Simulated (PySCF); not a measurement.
I4Se, SMILES I[Se+](I)(I)I, charge +1, multiplicity 2. The structure is a stationary point at PBE0-D3(BJ)/def2-SVP. The def2 effective core potentials stand for the cores of I; spin–orbit coupling is left out.

Problem. Give the equilibrium geometry at PBE0-D3(BJ)/def2-SVP (PySCF confirms it by a frequency run) as a Z-matrix, and its point group. (An estimate is asked for; the answer gives what the named calculation found.)

Solution. point group Td.
```
Se
I 1 2.5863
I 1 2.5863 2 109.47
I 1 2.5863 2 109.47 3 120.00
I 1 2.5863 2 109.47 3 -120.00
```
Charge +1, spin multiplicity 2.
